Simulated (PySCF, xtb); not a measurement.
B(OH)2(SMe) (CH5BO2S), SMILES CSB(O)O.

GFN2-xTB (xtb) at its own geometry gives an orbital gap of 5.11 eV and a dipole moment of 4.96 D.

Geometry: B3LYP-D3(BJ)/def2-SVP. The values are those of a single conformer.

Problem. What does PBE/def2-TZVP run with PySCF give? (Estimate from the structure and the level; the computed values follow.)

Solution. gap 4.81 eV (levels -5.54 and -0.73 eV), dipole 3.24 D.
